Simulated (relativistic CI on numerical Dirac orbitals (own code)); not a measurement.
Radial parameters of Sb⁴⁷⁺

Calculated at this level of theory: Dirac-Coulomb-Breit CI, separate exchange-only KLI orbitals for each configuration, model QED, unscaled Slater integrals (own radial code, finite nucleus).

Slater integrals F^k, G^k are unscaled and averaged over j, outside the closed core 1s2; ζ comes from projecting the Hamiltonian with its Breit term on Σ l·s of the shell.

- 2s.2p: G^1(2s,2p) = 1.0059e+06, ζ(2p) = 1.5364e+06 cm⁻¹; <r>(2s) = 0.1152, <r^2>(2s) = 0.0156, <r>(2p) = 0.09926, <r^2>(2p) = 0.01191 (bohr units).
- 2p2: F^2(2p,2p) = 958170, ζ(2p) = 1.5297e+06 cm⁻¹; <r>(2p) = 0.09938, <r^2>(2p) = 0.01194 (bohr units).
- 2p.3s: ζ(2p) = 1.5556e+06, G^1(2p,3s) = 103670 cm⁻¹; <r>(2p) = 0.09891, <r^2>(2p) = 0.01183, <r>(3s) = 0.2656, <r^2>(3s) = 0.08036 (bohr units).

Averages of the first 10 configurations, taken without configuration mixing, which lowers the lowest level and can move excited configurations by several eV; other configurations of the list can lie among them:

```csv
Configuration,Parity,States,Average energy above the lowest level (eV)
2s2,even,1,9.8
2s.2p,odd,12,307.1
2p2,even,15,645.8
2p.3s,odd,12,5091.4
2p.3p,even,36,5185.9
2s.3s,even,4,4780.3
2s.3p,odd,12,4878.2
2s.3d,even,20,4946.2
2s.4s,even,4,6417.9
2s.4p,odd,12,6458.3
```
